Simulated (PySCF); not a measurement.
Spinor energies of C (carbon, neutral)

Start: [He] 2s2 2p2; 2p1/2 filled at m_j = -1/2, +1/2. Calculated with PySCF 2.14 in x2c-TZVPPall-2c: generalised Hartree-Fock with the X2C-1e Hamiltonian and a Gaussian nucleus; one run each with spin-orbit coupling (SO) switched off, then screened by Boettger's factors.

```
spinor shell  electrons  ε, spin-free (eV)  ε, screened SO (eV)  weight of nominal j (screened SO)  rms radius, screened SO (bohr)
       1s1/2          2            -308.23              -308.22                              1.000                           0.312
       2s1/2          2            -19.195              -19.194                              1.000                            1.76
       2p1/2          2            -11.867              -11.868                              0.501                            1.92
```

| quantity | spin-free | screened SO |
| --- | --- | --- |
| E (hartree) | -37.70471 | -37.70480 |
| M_J | 0 | 0 |
| ⟨J²⟩ | 2.010 | 2.004 |
| ⟨L²⟩ | 2.004 | 2.004 |
| ⟨S²⟩ | 2.006 | 2.006 |

The determinant has a definite M_J but mixes levels of different J.

Each row is a mean over spinors that exchange with the open shell spreads, by up to 6.671 eV (2s1/2).

Rows whose weight is well below 1 are mixtures of j = l ± 1/2: exchange outweighs spin-orbit coupling there, and the label is only the starting occupation.

Without spin-orbit coupling the j labels of p, d and f shells carry no meaning; the spin-free column gives the mean over the occupied spinors of each nl shell.
